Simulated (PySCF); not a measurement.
Species: C3H5NSe.
Geometry (PBE0-D3(BJ)/def2-SVP, Å), atoms numbered from 1 in this order:
```
atom  x, y, z in Å
C1     1.5812    0.1412    0.2795
Se2    0.5197    0.6227   -1.2705
C3    -1.2365    0.3794   -0.4319
C4    -1.4178   -0.9651    0.0789
N5    -1.5086   -2.0375    0.5069
H6     1.4380    0.8625    1.0954
H7     2.6306    0.1638   -0.0443
H8     1.3278   -0.8753    0.6112
H9    -1.3696    1.1107    0.3795
H10   -1.9806    0.5931   -1.2132
```

The calculation used EOM-IP-CCSD/aug-cc-pVDZ in PySCF, restricted Hartree–Fock reference, frozen core, non-relativistic, gas phase, PBE0-D3(BJ)/def2-SVP geometry.

Hartree–Fock orbital energies give these Koopmans values (eV): HOMO 9.44, HOMO-1 11.80, HOMO-2 12.56, HOMO-3 12.95, HOMO-4 14.40, HOMO-5 15.34, HOMO-6 16.19, HOMO-7 16.46.

**Question.** What vertical ionisation energies does EOM-IP-CCSD give?

**Answer.** 
```
leading hole (HF orbital)  Koopmans (eV)  EOM-IP-CCSD (eV)  change (eV)  one-hole share
                     HOMO           9.44              8.86        -0.58            0.96
                   HOMO-1          11.80             11.33        -0.47            0.96
                   HOMO-2          12.56             12.13        -0.43            0.95
                   HOMO-3          12.95             12.53        -0.42            0.95
                   HOMO-5          15.34             12.95        -2.39            0.92
                   HOMO-4          14.40             13.65        -0.75            0.94
                   HOMO-6          16.19             14.93        -1.26            0.94
                   HOMO-7          16.46             15.26        -1.20            0.94
```

**Question.** Does the order of the lines follow the orbital energies?

**Answer.** No: the HOMO-5 hole (12.95 eV) falls below the HOMO-4 hole (13.65 eV). The corrections run from -2.39 to -0.42 eV, with a mean of -0.94 eV over the 8 lines; no line lies above its Koopmans value. Koopmans values leave out both the relaxation of the orbitals and the change in correlation energy.

**Question.** At what kinetic energies would He II light (40.81 eV) eject these electrons?

**Answer.** 31.95 eV (HOMO), 29.48 eV (HOMO-1), 28.68 eV (HOMO-2), 28.28 eV (HOMO-3), 27.86 eV (HOMO-5), 27.16 eV (HOMO-4), 25.88 eV (HOMO-6), 25.55 eV (HOMO-7).

One root was sought for each valence orbital with −ε under 21 eV, eight at most, so deeper holes and satellites are missing; no vibrational structure.

One conformer stands for the species.
